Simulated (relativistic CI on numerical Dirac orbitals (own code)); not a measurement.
Hyperfine structure of Ir26+, mass number 191

Method of calculation: Dirac-Coulomb-Breit CI, KLI orbitals optimised for each configuration, a model potential for QED, unscaled Slater integrals (own radial code, finite nucleus).

CI space (outside the closed core [Ar] 3d10 4p6 4d10): 4s2 4f5, 4s2 4f4 5s, 4s2 4f3 5s2, 4s2 4f4 5p, 4s2 4f3 5s 5p, 4s2 4f3 5p2, 4s 4f6, 4s2 4f4 6s. Levels of other configurations are missing.

Nuclear spin I = 3/2, μ = 0.1502 μN, Q = 0.816 b (tables of Stone and Pyykkö). The electronic factors are computed for point nuclear moments, without core polarisation or the Bohr-Weisskopf and QED corrections.

```csv
Level,E (eV),A (MHz),B (MHz)
4s2 4f5 6H°_5/2,0.0000,523.7,-3150
4s2 4f5 6H°_7/2,1.7610,369.6,-2690
4s2 4f5 6H°_9/2,3.2849,310.4,-2600
4s2 4f5 6F°_3/2,3.7697,433,-558
4s2 4f5 6F°_1/2,3.9964,1084,
4s2 4f5 6H°_11/2,4.5297,290.5,-2720
4s2 4f5 6F°_7/2,5.2118,231.8,-81.3
4s2 4f5 6H°_13/2,5.5163,288.9,-2970
```

Levels with J = 0, under 50 % of one LS term, or S terms without an open s electron are left out. Small factors come from cancelling terms and can be off by tens of per cent or more.

At this charge energies of transitions that change n are usually good to better than 1 %, and those within a shell (Δn = 0) to a few per cent. Terms inside the open d or f shell come out 10 to 20 % too wide with unscaled integrals.

Problem. Give the hyperfine levels of 4s2 4f5 6H°_5/2 relative to its centre of gravity.

Solution. With K = F(F + 1) − I(I + 1) − J(J + 1), E = AK/2 + B[¾K(K + 1) − I(I + 1)J(J + 1)]/[2I(2I − 1)J(2J − 1)]: F = 1: -4955, F = 2: -1387, F = 3: 1602, F = 4: 1176 MHz.

LS names give the leading component of a level, which can be under half, so a name can repeat, a term be missing and a line seem to break the LS rules.
